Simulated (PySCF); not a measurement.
Species: C6H15OP.
Cartesian coordinates in Å at the PBE0-D3(BJ)/def2-SVP level; atoms count from 1:
```xyz
23
C6H15OP angstrom
C      2.569    0.416    0.445
C      1.579   -0.280   -0.478
P      0.010   -0.660    0.377
O      0.206   -1.433    1.650
C     -0.998   -1.554   -0.856
C     -2.342   -1.980   -0.283
C     -0.826    0.941    0.667
C     -1.112    1.814   -0.545
H      2.672   -0.152    1.382
H      2.238    1.433    0.706
H      3.561    0.501   -0.022
H      1.378    0.304   -1.393
H      1.974   -1.257   -0.803
H     -1.106   -0.949   -1.772
H     -0.397   -2.439   -1.125
H     -2.995   -1.115   -0.089
H     -2.877   -2.649   -0.973
H     -2.194   -2.509    0.670
H     -0.194    1.464    1.405
H     -1.751    0.682    1.209
H     -1.615    2.747   -0.248
H     -0.189    2.097   -1.074
H     -1.769    1.307   -1.269
```

Method: PySCF 2.14.0, PBE0-D3(BJ)/def2-SVP geometry optimisation, gas phase.

Masses are those of the commonest isotopes; rigid-rotor values at the optimised geometry. The values belong to one conformer with, in the numbering `[CH3:1][CH2:2][P:3](=[O:4])([CH2:5][CH3:6])[CH2:7][CH3:8]`, C1–C2–P3–O4 -54°, C2–P3–C5–C6 179°, C2–P3–C7–C8 57°.

Question: What are A, B and C (MHz)?

Answer: Ia = 253.34, Ib = 377.08, Ic = 480.78 u·Å²; 505379 MHz·u·Å²/I gives A = 1995, B = 1340, C = 1051 MHz.

Question: Classify the top.

Answer: An asymmetric top: κ = (2 × 1340 − 1995 − 1051)/(1995 − 1051) = -0.39.

Question: Is it planar, by Δ = Ic − Ia − Ib?

Answer: Not planar: Δ = Ic − Ia − Ib = -149.64 u·Å². For a rigid frame Δ = −2 Σ m c², so Σ m c² = 74.82 u·Å² lies off the ab plane: 19.08 from hydrogen and 55.73 from heavier atoms. The atom farthest from that plane is 1.73 Å away.

Question: Give the other two planar moments, Paa and Pbb, and the rms extents of the mass along the axes.

Answer: Paa = Σ m a² = (Ib + Ic − Ia)/2 = 302.26 and Pbb = Σ m b² = (Ia + Ic − Ib)/2 = 178.52 u·Å². With the mass M = 134.09 u, the rms extents √(P/M) along a, b and c are 1.50, 1.15, 0.75 Å.

Question: Which lines would a microwave search look for?

Answer: The dipole components are |μa| = 0.07 D, |μb| = 2.93 D, |μc| = 2.74 D. Intensities carry the squares of the components, which stand as 0.00 : 1.00 : 0.87 (a : b : c). Some lines, for components of 0.1 D or more:

```json
{"type": "b", "branch": "Q", "J(Ka,Kc)": "2(2,1) ← 2(1,2)", "MHz": "2831", "lower level (cm⁻¹)": "0.252"}
{"type": "b", "branch": "Q", "J(Ka,Kc)": "4(1,3) ← 4(0,4)", "MHz": "2914", "lower level (cm⁻¹)": "0.767"}
{"type": "b", "branch": "Q", "J(Ka,Kc)": "3(2,2) ← 3(1,3)", "MHz": "3308", "lower level (cm⁻¹)": "0.475"}
{"type": "b", "branch": "Q", "J(Ka,Kc)": "3(3,0) ← 3(2,1)", "MHz": "3699", "lower level (cm⁻¹)": "0.597"}
{"type": "b", "branch": "Q", "J(Ka,Kc)": "4(2,3) ← 4(1,4)", "MHz": "3947", "lower level (cm⁻¹)": "0.771"}
{"type": "b", "branch": "Q", "J(Ka,Kc)": "3(3,1) ← 3(2,2)", "MHz": "4039", "lower level (cm⁻¹)": "0.585"}
{"type": "c", "branch": "Q", "J(Ka,Kc)": "5(4,2) ← 5(3,2)", "MHz": "5180", "lower level (cm⁻¹)": "1.458"}
{"type": "b", "branch": "Q", "J(Ka,Kc)": "5(4,1) ← 5(3,2)", "MHz": "5197", "lower level (cm⁻¹)": "1.458"}
{"type": "b", "branch": "R", "J(Ka,Kc)": "3(1,2) ← 2(2,1)", "MHz": "5588", "lower level (cm⁻¹)": "0.346"}
{"type": "b", "branch": "Q", "J(Ka,Kc)": "5(5,0) ← 5(4,1)", "MHz": "7021", "lower level (cm⁻¹)": "1.631"}
{"type": "c", "branch": "R", "J(Ka,Kc)": "3(2,2) ← 2(1,2)", "MHz": "10005", "lower level (cm⁻¹)": "0.252"}
{"type": "c", "branch": "R", "J(Ka,Kc)": "3(3,1) ← 2(2,1)", "MHz": "11213", "lower level (cm⁻¹)": "0.346"}
{"type": "b", "branch": "R", "J(Ka,Kc)": "3(3,0) ← 2(2,1)", "MHz": "11226", "lower level (cm⁻¹)": "0.346"}
{"type": "b", "branch": "R", "J(Ka,Kc)": "4(2,2) ← 3(1,3)", "MHz": "13733", "lower level (cm⁻¹)": "0.475"}
{"type": "b", "branch": "R", "J(Ka,Kc)": "5(3,2) ← 4(2,3)", "MHz": "16657", "lower level (cm⁻¹)": "0.902"}
```

PBE0-D3(BJ)/def2-SVP frequencies: not computed here. Zero-point vibration and centrifugal distortion are left out. A rigid rotor knows nothing of internal rotation, which can split or shift real lines.
